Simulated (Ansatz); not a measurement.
A nudged elastic band was laid between two geometries of BH4NO + H4Si (12 atoms, charge 0, multiplicity 1).

Method: Ansatz 0.2.0, RKS PBE-D4/6-31G*.

```
movable images  : 5
climbing image  : yes
spring          : 5.0 eV/Å²
optimiser       : quadratic models (default)
start path      : through a guess of the saddle point
force threshold : 0.05 eV/Å
iteration limit : 60
end points      : relaxed
```

Initial state:

```xyz
12
Properties=species:S:1:pos:R:3
B 0.075 -0.850 -0.505
H -0.263 -2.012 -0.552
N 1.376 -0.475 -0.891
H 2.068 -1.144 -1.212
H 1.700 0.490 -0.865
O -0.799 0.143 -0.080
H -1.657 -0.240 0.173
Si -0.008 2.785 1.271
H 0.376 4.078 1.937
H 0.828 2.645 0.036
H -1.461 2.852 0.923
H 0.267 1.669 2.228
```

Final state:

```xyz
12
Properties=species:S:1:pos:R:3
B 0.423 0.634 -0.326
H -1.454 -0.709 2.467
N 1.402 0.258 -1.277
H 1.536 -0.690 -1.634
H 2.051 0.930 -1.679
O -0.476 -0.259 0.232
H -0.353 -1.175 -0.094
Si 0.300 2.570 0.290
H 0.584 2.722 1.758
H 1.296 3.438 -0.437
H -1.059 3.165 0.043
H -1.745 -0.943 3.120
```

Question: Which bonds break or form, and what moves?

Answer: Bonds broken: B1–H2, Si8–H12. Bonds formed: B1–Si8, H2–H12. BH4NO + H4Si becomes BH6NOSi + H2.

Question: What energy profile does the band end with?

Answer: The run converged. The highest image is number 3 of 0 to 6, 2.30 eV above the first end and 1.86 eV above the last; the last end lies 0.44 eV above the first. Neighbouring images differ by up to 2.0 eV, so the band resolves the path poorly. A vibrational analysis at the climbing image gives one clearly imaginary mode, 867i cm⁻¹: a first-order saddle point. The orbitals stay closed-shell, which can raise the energy where a bond breaks towards radicals; this wasn't checked here.

| image | path coordinate (Å) | energy (eV) | B1–H2 (Å) | Si8–H12 (Å) | B1–Si8 (Å) |
| --- | --- | --- | --- | --- | --- |
| 0 | 0.00 | 0.00 | 1.21 | 1.50 | 4.05 |
| 1 | 1.70 | 0.02 | 1.21 | 1.50 | 3.68 |
| 2 | 3.40 | 0.33 | 1.21 | 1.50 | 3.07 |
| 3 | 5.10 | 2.30 | 1.36 | 1.97 | 2.15 |
| 4 | 7.12 | 0.55 | 2.75 | 3.19 | 2.04 |
| 5 | 9.14 | 0.45 | 3.06 | 4.29 | 2.04 |
| 6 | 11.16 | 0.44 | 3.62 | 4.95 | 2.04 |

Question: What is the geometry of the highest image?

Answer: 
```xyz
12
Properties=species:S:1:pos:R:3
B 0.006 0.236 0.169
H 0.055 -0.532 1.293
N 1.382 0.022 -0.357
H 1.637 -0.948 -0.560
H 1.589 0.583 -1.186
O -1.265 0.085 -0.474
H -1.276 -0.764 -0.957
Si 0.073 2.308 0.747
H 1.063 2.671 1.816
H 0.555 2.874 -0.559
H -1.249 2.932 1.086
H -0.065 0.474 1.444
```

Run time: 5.5 min on 1 thread of Arm Neoverse V1 (shared host), peak memory 0.13 GiB.
